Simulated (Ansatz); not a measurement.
A further run on Sn2Ge2 (the lowest singlet isomer of a short search).

```yaml
crystal:
  periodic: [false, false, false]
  atoms:
    - {symbol: Ge, position_ang: [-1.096676, -0.529673, 0.273373]}
    - {symbol: Ge, position_ang: [-0.211609, -1.098628, -1.871981]}
    - {symbol: Sn, position_ang: [1.348590, 0.589702, -0.453859]}
    - {symbol: Sn, position_ang: [-0.040305, 1.038599, 2.052467]}
basis:
  gaussian: {orbitals: def2-TZVPD}
hamiltonian: {xc: {name: PBE0}}
scf: {omitted_lower_state_checks: [starts]}
```

```sh
$ ansatz run in.yaml --threads 2 --pin off --events-out ev --progress --plain --max-ram 32768MiB --backend cpu
```

Shortened log:

```
Functional definition: PBE0
1828 factors; their error is unknown
mean field evaluation 1: about -124685.7306 eV, gradient 2.3e1 eV
mean field evaluation 2: about -124683.7246 eV, gradient 3.3e1 eV
mean field evaluation 4: about -124686.8119 eV, gradient 5.2e0 eV
mean field evaluation 8: about -124686.9072 eV, gradient 1.7e-1 eV
mean field evaluation 16: about -124687.5197 eV, gradient 1.7e-4 eV
mean field -124687.51969809 eV, -4582.1818326683 hartree, gradient 1.7e-5 eV, S^2 0.000000; 0 other end points of the search recorded, 0 dependent functions left out
reference -124687.51972789 eV, -4582.1818337634 hartree; 54, 54 occupied and 166, 166 virtual orbitals, 1828 factors
Total energy: -124687.51972789 eV, -4582.1818337634 hartree
Checks for a lower state left out: starts
```

Run time 8.5 s (2 threads of AMD EPYC 7R13 on a shared host), peak host memory 0.83 GiB.

In the def2 sets Sn takes a core potential; there is no spin–orbit coupling.
